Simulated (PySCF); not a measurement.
Geometry:
```csv
atom,x (Å),y (Å),z (Å)
Si1,1.960,-0.223,0.488
C2,1.619,-0.294,2.324
C3,3.722,-0.697,0.095
S4,1.709,1.797,-0.230
Si5,-0.398,1.875,-0.703
C6,-0.674,1.296,-2.458
C7,-0.916,3.654,-0.471
S8,-1.580,0.753,0.719
Si9,-1.250,-1.308,0.165
C10,-1.538,-2.304,1.720
C11,-2.424,-1.850,-1.185
S12,0.736,-1.619,-0.624
H13,2.331,0.366,2.845
H14,1.739,-1.319,2.705
H15,0.601,0.062,2.542
H16,3.940,-1.710,0.470
H17,3.901,-0.676,-0.990
H18,4.416,0.011,0.575
H19,-0.295,0.273,-2.591
H20,-1.744,1.328,-2.716
H21,-0.122,1.958,-3.144
H22,-0.773,3.969,0.572
H23,-0.312,4.309,-1.118
H24,-1.977,3.780,-0.737
H25,-0.834,-2.023,2.515
H26,-1.411,-3.376,1.503
H27,-2.563,-2.141,2.090
H28,-2.247,-2.906,-1.443
H29,-2.296,-1.244,-2.094
H30,-3.463,-1.743,-0.838
```

All values are calculated (PySCF 2.14.0 with density-fitted response routines): PBE0-D3(BJ)/def2-SVP geometry, NMR shieldings at B3LYP/pcSseg-1/GIAO. Single conformer, gas phase, non-relativistic Hamiltonian, rapidly exchanging positions averaged.

δ = σ(ref) − σ, references computed at the same level: ¹³C (σref 179.24) and ¹H (σref 31.38) and ²⁹Si (σref 337.86) vs TMS; ³³S (σref 485.41) against CS2.

| atoms | nucleus | count | δ (ppm) |
| --- | --- | --- | --- |
| S4/S8/S12 | ³³S | 3 | -168 |
| Si1/Si5/Si9 | ²⁹Si | 3 | ? |
| C2/C3/C6/C7/C10/C11 | ¹³C | 6 | ? |
| H13/H14/H15/H16/H17/H18/H19/H20/H21/H22/H23/H24/H25/H26/H27/H28/H29/H30 | ¹H | 18 | 0.58 |

Fill in the missing shifts.

Results:


- C2/C3/C6/C7/C10/C11: 8.9 ppm, carbon bonded to Si, 3 H
- Si1/Si5/Si9: 37.6 ppm, silicon bonded to 2 C, 2 S

Shifts are as computed. Against solution values, carbons near 30 ppm lie about +2 ppm off and those near 130 ppm about +6 ppm (rms about the fit 1.1 ppm; single classes can miss by 10 ppm). Of 1328 compounds with measured shifts, 309 miss one by over three times the rms of a fit or turn the order of signals round; such compounds aren't used in these exercises. Signals without a measured value on file couldn't be tested in this way.
